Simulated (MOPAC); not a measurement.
MOPAC input (PM3):

```
PM3 FORCE THERMO(298,298) PRECISE LET CHARGE=-1 GEO-OK AUX(PRECISION=9) THREADS=1
C4H6B

C     0.57065011 1    2.23532178 1    0.61253591 1
C     0.27534071 1    1.07803661 1    0.29497192 1
B    -0.06243124 1   -0.24505977 1   -0.06800972 1
C     1.03189519 1   -1.33719555 1   -0.22620612 1
C    -1.54035817 1   -0.65436223 1   -0.32016048 1
H     1.48910065 1   -1.53234741 1    0.75368651 1
H     1.83390858 1   -0.98837955 1   -0.88934541 1
H     0.68006488 1   -2.29917777 1   -0.61796994 1
H    -2.17034440 1   -0.36609152 1    0.53121084 1
H    -1.92053531 1   -0.11285891 1   -1.19728126 1
H    -1.70600762 1   -1.72324933 1   -0.50111484 1
```

From the output:

```
     H   11   0.003358   0.030909   0.590972   0.595186   5.471338

          HEAT OF FORMATION =      37.678919 KCALS/MOLE

          ZERO POINT ENERGY      53.492 KCAL/MOL

           NORMAL COORDINATE ANALYSIS (Total motion = 1 Angstrom)

   Root No.       1         2         3         4         5         6         7         8

                 1 A       1 B       2 B       3 B       2 A       4 B       5 B       3 A

                  37.6      59.6     179.6     234.7     333.6     507.6     522.8     677.1

           1   -0.0016   -0.0000    0.0000   -0.0000    0.0475   -0.0000    0.0000   -0.0085
           2   -0.0000    0.0062    0.1049    0.0584    0.0000    0.0037   -0.0431   -0.0001
           3    0.0000   -0.0118    0.0680   -0.0895   -0.0000   -0.0251   -0.0164   -0.0000
           4   -0.0016   -0.0000   -0.0000    0.0000    0.0452    0.0000   -0.0000   -0.0066
           5   -0.0000    0.0037   -0.0384   -0.0690    0.0000   -0.0115    0.1570   -0.0000
           6    0.0000   -0.0064   -0.0252    0.1057   -0.0000    0.0873    0.0604   -0.0000
           7   -0.0019   -0.0000   -0.0000    0.0000    0.0436   -0.0000    0.0000   -0.0029
           8    0.0000    0.0034   -0.0488   -0.0452    0.0000    0.0393   -0.0532    0.0000
           9    0.0000   -0.0035   -0.0322    0.0683   -0.0000   -0.0732    0.0098    0.0000
          10    0.0011   -0.0004    0.0715   -0.0002   -0.0452    0.0077    0.0351    0.0057
          11   -0.0065   -0.0032   -0.0109    0.0156   -0.0415   -0.0038   -0.0321    0.0073
          12    0.0129    0.0063   -0.0070   -0.0241   -0.0261   -0.0102   -0.0182   -0.0357
          13    0.0011    0.0004   -0.0715    0.0001   -0.0452   -0.0077   -0.0351    0.0057
          14    0.0065   -0.0032   -0.0109    0.0156    0.0415   -0.0038   -0.0321   -0.0072
          15   -0.0129    0.0063   -0.0069   -0.0241    0.0261   -0.0101   -0.0181    0.0357
          16    0.1286   -0.1179    0.1020   -0.0643   -0.0894    0.1138    0.0523    0.1242
          17    0.1031   -0.1244   -0.0247    0.0948   -0.0215   -0.1415    0.0042   -0.1778
          18   -0.0010    0.0176   -0.0129   -0.0089   -0.0180   -0.0343   -0.0189   -0.0629
          19   -0.0984    0.0936    0.1166    0.0557   -0.1189   -0.0514    0.1404   -0.0792
          20   -0.0112    0.0061   -0.0285   -0.0216   -0.0141    0.0454   -0.0853    0.0747
          21   -0.1166    0.1439   -0.0132   -0.0838   -0.0180    0.0886   -0.0777    0.1019
          22   -0.0143    0.0137    0.0656    0.0074   -0.0387   -0.0046    0.0325   -0.0071
          23   -0.0900    0.0797    0.0488    0.0464   -0.1278   -0.0230    0.0704   -0.0359
          24    0.1377   -0.1094    0.0268   -0.0837   -0.0693    0.0884   -0.0026    0.0703
          25   -0.0983   -0.0935   -0.1166   -0.0558   -0.1189    0.0515   -0.1404   -0.0793
          26    0.0112    0.0061   -0.0285   -0.0216    0.0140    0.0455   -0.0853   -0.0747
          27    0.1167    0.1440   -0.0131   -0.0838    0.0181    0.0887   -0.0775   -0.1018
          28    0.1286    0.1179   -0.1020    0.0642   -0.0894   -0.1138   -0.0523    0.1241
          29   -0.1031   -0.1244   -0.0248    0.0948    0.0214   -0.1416    0.0040    0.1779
          30    0.0009    0.0176   -0.0128   -0.0090    0.0180   -0.0342   -0.0188    0.0628
          31   -0.0144   -0.0138   -0.0656   -0.0074   -0.0387    0.0047   -0.0325   -0.0072
          32    0.0900    0.0797    0.0488    0.0464    0.1277   -0.0230    0.0703    0.0360
          33   -0.1377   -0.1094    0.0268   -0.0837    0.0693    0.0884   -0.0025   -0.0702

   Root No.       9        10        11        12        13        14        15        16

                 4 A       6 B       5 A       7 B       8 B       6 A       9 B       7 A

                 731.8     849.4     864.3     915.3    1069.3    1290.8    1317.5    1331.6

           1   -0.0537   -0.0000    0.0374    0.0000    0.0000   -0.0426   -0.0000   -0.0380
           2   -0.0000    0.0025   -0.0000   -0.0018    0.0045    0.0000    0.0005   -0.0000
           3    0.0000    0.0017    0.0000    0.0038    0.0027   -0.0000    0.0004    0.0000
           4   -0.0418   -0.0000    0.0281   -0.0000   -0.0000   -0.0170   -0.0000   -0.0129
           5   -0.0000   -0.0153   -0.0000    0.0119   -0.0150    0.0000   -0.0014   -0.0000
           6    0.0000   -0.0109    0.0000   -0.0223   -0.0085   -0.0000   -0.0011    0.0000
           7   -0.0069    0.0000   -0.0179    0.0000    0.0000    0.0944    0.0000    0.0909
           8    0.0000   -0.0026    0.0000   -0.0480    0.1359    0.0000    0.0257    0.0000
           9   -0.0000   -0.0019   -0.0000    0.0910    0.0802   -0.0000    0.0175   -0.0000
          10    0.0348   -0.0460   -0.0359   -0.0000    0.0137   -0.0039    0.0173   -0.0246
          11   -0.0795   -0.0007   -0.0104    0.0234   -0.0358   -0.0191   -0.0360    0.0344
          12   -0.0389   -0.0002   -0.0072   -0.0384   -0.0183   -0.0153   -0.0264    0.0255
          13    0.0348    0.0460   -0.0359    0.0000   -0.0137   -0.0039   -0.0173   -0.0246
          14    0.0796   -0.0008    0.0104    0.0234   -0.0358    0.0191   -0.0360   -0.0344
          15    0.0389   -0.0001    0.0072   -0.0383   -0.0182    0.0154   -0.0264   -0.0255
          16    0.0402    0.0701    0.0768    0.0999    0.0734   -0.0384   -0.0560    0.0531
          17   -0.0483   -0.0323   -0.0478   -0.1493   -0.0893    0.1026    0.1381   -0.1428
          18   -0.0398   -0.0200   -0.0273   -0.0615   -0.0342    0.0105    0.0133   -0.0141
          19    0.1134    0.1003    0.1062   -0.0755    0.1002   -0.0355   -0.0609    0.0583
          20   -0.1281   -0.0612   -0.0708    0.0853   -0.0899    0.0367    0.0535   -0.0573
          21   -0.1102   -0.0386   -0.0471    0.0922   -0.0906    0.0896    0.1228   -0.1322
          22    0.0376   -0.0644   -0.0499   -0.0101    0.0261   -0.0313   -0.0124   -0.0018
          23   -0.0354    0.1923    0.1542   -0.0177   -0.0602    0.1433    0.1059   -0.0479
          24   -0.0554    0.1247    0.0985    0.0484   -0.0534    0.1128    0.0886   -0.0527
          25    0.1134   -0.1003    0.1061    0.0756   -0.1002   -0.0355    0.0609    0.0583
          26    0.1281   -0.0613    0.0708    0.0853   -0.0900   -0.0367    0.0535    0.0573
          27    0.1101   -0.0382    0.0470    0.0921   -0.0905   -0.0895    0.1229    0.1322
          28    0.0403   -0.0701    0.0768   -0.0999   -0.0734   -0.0384    0.0559    0.0531
          29    0.0484   -0.0326    0.0479   -0.1493   -0.0894   -0.1026    0.1380    0.1428
          30    0.0398   -0.0198    0.0273   -0.0614   -0.0341   -0.0105    0.0133    0.0141
          31    0.0377    0.0644   -0.0499    0.0101   -0.0261   -0.0313    0.0124   -0.0017
          32    0.0354    0.1923   -0.1541   -0.0177   -0.0602   -0.1434    0.1058    0.0479
          33    0.0553    0.1248   -0.0986    0.0484   -0.0533   -0.1127    0.0887    0.0527

   Root No.      17        18        19        20        21        22        23        24

                10 B       8 A      11 B       9 A      10 A      11 A      12 B      12 A

                1399.9    1402.4    1405.7    1409.6    2200.6    3072.1    3073.0    3081.3

           1    0.0000   -0.0020    0.0000   -0.0032   -0.3642   -0.0000    0.0000    0.0000
           2    0.0000   -0.0000   -0.0001    0.0000   -0.0000   -0.0000   -0.0000    0.0000
           3    0.0000   -0.0000   -0.0001    0.0000    0.0001   -0.0000   -0.0000   -0.0000
           4    0.0000   -0.0003   -0.0000   -0.0005    0.4558    0.0000   -0.0000    0.0002
           5    0.0003   -0.0000    0.0000    0.0000    0.0001   -0.0000   -0.0000    0.0000
           6    0.0002   -0.0000   -0.0001    0.0000   -0.0001   -0.0000   -0.0001   -0.0000
           7   -0.0000    0.0049   -0.0000    0.0077   -0.0939    0.0001   -0.0000   -0.0007
           8    0.0041    0.0000   -0.0024   -0.0000   -0.0000    0.0000    0.0001   -0.0000
           9    0.0026    0.0000   -0.0018   -0.0000    0.0000    0.0000   -0.0007    0.0000
          10    0.0216   -0.0164   -0.0083   -0.0184   -0.0007    0.0072   -0.0067   -0.0237
          11    0.0068   -0.0124    0.0134    0.0090    0.0017   -0.0104    0.0108   -0.0150
          12   -0.0039    0.0115   -0.0175   -0.0127    0.0015    0.0225   -0.0227    0.0003
          13   -0.0216   -0.0165    0.0083   -0.0184   -0.0007    0.0072    0.0067   -0.0238
          14    0.0068    0.0125    0.0134   -0.0090   -0.0017    0.0104    0.0108    0.0151
          15   -0.0038   -0.0115   -0.0175    0.0126   -0.0015   -0.0225   -0.0228   -0.0003
          16   -0.1770    0.1907   -0.0604    0.0335   -0.0139   -0.0412    0.0419   -0.0095
          17   -0.1140    0.0802    0.0450    0.0856    0.0068    0.0170   -0.0173   -0.0106
          18    0.0204   -0.0229    0.0076   -0.0042    0.0071   -0.2422    0.2439    0.0206
          19   -0.0548   -0.0269    0.1690    0.1748   -0.0139    0.0500   -0.0511    0.0595
          20   -0.0138    0.0241   -0.0283   -0.0218    0.0084    0.1192   -0.1220    0.1881
          21   -0.1186    0.0677    0.0826    0.1204    0.0027   -0.0284    0.0296   -0.0656
          22   -0.0131    0.0196   -0.0167   -0.0083   -0.0061   -0.0948    0.0894    0.2346
          23    0.0223    0.0538   -0.1632   -0.1579   -0.0020   -0.0102    0.0104    0.0030
          24    0.1289   -0.1790    0.1294    0.0468   -0.0033   -0.0028    0.0020    0.0391
          25    0.0547   -0.0270   -0.1689    0.1747   -0.0139    0.0500    0.0511    0.0598
          26   -0.0138   -0.0241   -0.0284    0.0219   -0.0085   -0.1192   -0.1219   -0.1886
          27   -0.1185   -0.0677    0.0827   -0.1205   -0.0027    0.0284    0.0295    0.0658
          28    0.1770    0.1907    0.0604    0.0336   -0.0139   -0.0411   -0.0418   -0.0095
          29   -0.1140   -0.0801    0.0451   -0.0856   -0.0068   -0.0170   -0.0172    0.0106
          30    0.0203    0.0228    0.0075    0.0042   -0.0071    0.2424    0.2438   -0.0207
          31    0.0132    0.0196    0.0169   -0.0084   -0.0060   -0.0948   -0.0893    0.2352
          32    0.0223   -0.0538   -0.1632    0.1579    0.0020    0.0102    0.0104   -0.0030
          33    0.1290    0.1790    0.1294   -0.0468    0.0033    0.0029    0.0021   -0.0393

   Root No.      25        26        27

                13 B      13 A      14 B

                3082.2    3183.8    3184.8

           1    0.0000   -0.0001   -0.0000
           2   -0.0000    0.0001   -0.0001
           3    0.0000   -0.0001    0.0001
           4    0.0000    0.0003    0.0000
           5   -0.0001    0.0000   -0.0001
           6   -0.0000   -0.0000    0.0000
           7   -0.0000   -0.0006   -0.0000
           8   -0.0007   -0.0000    0.0007
           9   -0.0002    0.0000    0.0005
          10   -0.0235   -0.0055   -0.0060
          11   -0.0147    0.0095    0.0095
          12   -0.0000    0.0055    0.0051
          13    0.0235   -0.0056    0.0059
          14   -0.0146   -0.0097    0.0093
          15   -0.0001   -0.0055    0.0052
          16   -0.0080   -0.0302   -0.0306
```

The dipole moment of an ion depends on the origin.
